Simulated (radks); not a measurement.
Isoelectronic series with 6 electrons, all held in the configuration [He] 2s2 2p2, which need not be the ground one along the series. Calculated with a radial shooting solver on a logarithmic mesh with Libxc functionals: scalar-relativistic Kohn-Sham, PBE, spin-polarised, spherical densities, point nucleus; open shells are filled with parallel spins first. Total energies (hartree) and orbital eigenvalues (hartree) (* marks an orbital that is empty in some or all of the ions):

\begin{tabular}{lrrrrr}
ion & E (hartree) & 2p down* & 2p up & 2s down & 2s up \\ \hline
C & -37.81029 & -0.13259 & -0.22400 & -0.43666 & -0.53807 \\
N+ & -54.02007 & -0.67563 & -0.80966 & -1.10491 & -1.24310 \\
O2+ & -73.25079 & -1.48129 & -1.65684 & -2.03661 & -2.20973 \\
F3+ & -95.50023 & -2.54285 & -2.75963 & -3.22486 & -3.43210 \\
Ne4+ & -120.76963 & -3.85800 & -4.11588 & -4.66745 & -4.90835 \\
Mg6+ & -180.38062 & -7.24535 & -7.58531 & -8.31282 & -8.62035 \\
Al7+ & -214.73065 & -9.31683 & -9.69781 & -10.51543 & -10.85609 \\
Si8+ & -252.11718 & -11.64004 & -12.06204 & -12.97163 & -13.34535 \\
P9+ & -292.54606 & -14.21503 & -14.67805 & -15.68182 & -16.08857 \\
S10+ & -336.02369 & -17.04192 & -17.54598 & -18.64652 & -19.08628 \\
Cl11+ & -382.55704 & -20.12090 & -20.66602 & -21.86632 & -22.33911 \\
Ar12+ & -432.15362 & -23.45220 & -24.03838 & -25.34191 & -25.84774 \\
K13+ & -484.82144 & -27.03608 & -27.66335 & -29.07403 & -29.61293 \\
Ca14+ & -540.56909 & -30.87286 & -31.54124 & -33.06349 & -33.63550 \\
Sc15+ & -599.40567 & -34.96286 & -35.67237 & -37.31118 & -37.91634 \\
\end{tabular}
